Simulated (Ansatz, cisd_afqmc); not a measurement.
Species: GaSiH5, charge 0, singlet. GaSiH5 (SMILES [SiH3][GaH2]).
B3LYP-D3(BJ)/def2-TZVP minimum from Ansatz (a quantum-chemistry and plane-wave program):
```
Si
H 1 1.4842
H 1 1.4851 2 108.20
H 1 1.4877 2 107.69 3 115.86
Ga 1 2.4232 2 112.86 4 120.14
H 5 1.5752 1 121.74 2 -19.63
H 5 1.5758 6 117.83 1 178.76
```

Atomisation energy term by term, kcal/mol (programs: Ansatz, cisd_afqmc). UHF or UKS for unpaired electrons; spin-orbit terms are left out. Correlated methods leave the cores frozen (noble-gas shells, and filled d and f shells in the p block). No relativity. The Monte Carlo rows (phaseless AFQMC, CISD trial, step 0.005/hartree) carry one-sigma bars that omit the constraint's bias. Outlying blocks are dropped, and bars are widened where a walk drifts. Over all cases where full CI ran beside it in this data, AFQMC minus full CI had a median of +0.1 mEh and passed +0.4 mEh in a tenth of the cases. CBS(X,Y): correlation extrapolated as X^-3, Hartree-Fock from the larger set. A bracket is a step between two methods taken in the basis named. Where a partner has so few electrons that a lower coupled-cluster level is exact, that level stands in.

```csv
term,basis,kcal/mol
Hartree-Fock,def2-QZVPP,316.82
CCSD correlation,"CBS(def2-TZVPP,def2-QZVPP)",92.48
(T),"CBS(def2-TZVPP,def2-QZVPP)",2.59
CCSDT(Q) - CCSD(T),def2-TZVPP,0.21
sum: De,,412.1
```

The step beyond CCSD(T) by other levels: AFQMC/CISD in def2-SVP 0.49 ± 0.15; CCSDT(Q) in def2-SVP 0.33 kcal/mol.
